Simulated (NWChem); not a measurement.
System: C₂H₆AlFS; SMILES C[S][Al]([CH3])[F]

```xyz
11

Al     0.0315     0.8178     0.0003
F      1.1952     2.0124     0.0007
C     -1.8523     1.2921     0.0006
H     -2.3749     0.8968     0.8871
H     -2.3749     0.8981    -0.8864
H     -1.9716     2.3868     0.0015
S      0.8259    -1.2046    -0.0006
C     -0.7036    -2.2103    -0.0005
H     -1.6168    -1.5995    -0.0028
H     -0.7085    -2.8474     0.8941
H     -0.7063    -2.8503    -0.8932
```
Atoms are numbered in this order, from 1.

Computed with NWChem. Pople sets run with spherical d functions. Coordinates come from a PBE0/def2-SVP optimisation. Atomic charges in e: unrestrained fits to the electrostatic potential beside Mulliken populations; buried atoms are poorly determined by the fit.

For level B3LYP/def2-SVP:

| Item | Value |
|---|---|
| ESP Al1 | 0.82 |
| Mulliken Al1 | 0.80 |
| Mulliken F2 | -0.39 |
| ESP C3 | -0.33 |
| Mulliken C3 | -0.36 |
| ESP S7 | -0.38 |
| Mulliken C8 | -0.10 |

Question: What are these values for level Hartree-Fock/6-31G*?

Answer: The ESP Al1 is 1.03 and the Mulliken Al1 is 1.11. The Mulliken F2 is -0.60 and the ESP C3 is -0.46. The Mulliken C3 is -0.83. The ESP S7 is -0.48 and the Mulliken C8 is -0.66.
